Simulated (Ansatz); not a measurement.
`[F][In]([F])[Br]` + CH₃OH → `C[O][In]([F])[F]` + HBr at 298.15 K and 1 bar (ligand exchange at the In–Br bond).

Isolated molecules relaxed with PBE0-D4/def2-TZVP in Ansatz; ΔE leaves out vibrations. CCSD(T)/CBS adds triple-zeta CCSD(T) − MP2 to the extrapolated MP2 energy (def2 sets, frozen cores). This one scheme is used for every species. def2 core potentials past Kr. For Br, In outer-core shells are correlated without core-valence functions, which leaves a few kJ/mol of doubt a bond. Scalar relativity is left out up to krypton. One conformer a species, not always the lowest.

| species | CCSD(T)/CBS energy (Eh) | H − E (kJ/mol) | S (J/(mol·K)) |
| --- | --- | --- | --- |
| `[F][In]([F])[Br]` | -2962.82519 | 28.6 | 340.1 |
| CH₃OH | -115.61712 | 146.3 | 238.2 |
| `C[O][In]([F])[F]` | -504.48097 | 139.7 | 381.8 |
| HBr | -2573.91920 | 24.6 | 198.6 |

H − E and S are ideal-gas, rigid-rotor, harmonic terms from PBE0-D4/def2-TZVP, for one conformer and one mirror image of each species. 1 Eh = 2625.50 kJ/mol, R = 8.31446 J/(mol·K).

**Question.** By hand: ΔE, ΔH, ΔS and ΔG.

**Answer.** ΔE = (-504.48097) + (-2573.91920) − (-2962.82519) − (-115.61712) = 0.04214 Eh = 110.6 kJ/mol. Δ(H − E) = 139.7 + 24.6 − 28.6 − 146.3 = -10.6, so ΔH = 100.0 kJ/mol. ΔS = 381.8 + 198.6 − 340.1 − 238.2 = 2.1 J/(mol·K). ΔG = 100.0 − 298.15 × (2.1)/1000 = 99.4 kJ/mol.

**Question.** By hand: the equilibrium constant, and the temperature at which ΔG would vanish if ΔH and ΔS stayed fixed.

**Answer.** log₁₀ K = −ΔG/(RT ln 10) = -17.4. ΔG = 0 at ΔH/ΔS = 47619 K, far beyond where these terms or the molecules hold.

The number of gas molecules stays the same, so ΔS is small and ΔH decides. A doubt of 5 kJ/mol in ΔE shifts log₁₀ K by 0.9 here. Other conformers and mirror images would add mixing entropy, several J/(mol·K) or more a flexible species. Modes under 60 cm⁻¹, often nearly free rotors, make the harmonic entropy too high. These are equilibria of isolated gas molecules and say nothing of rates. Largest T1 diagnostic: 0.017 (customary marks: 0.02 for closed shells, 0.045 for open ones).
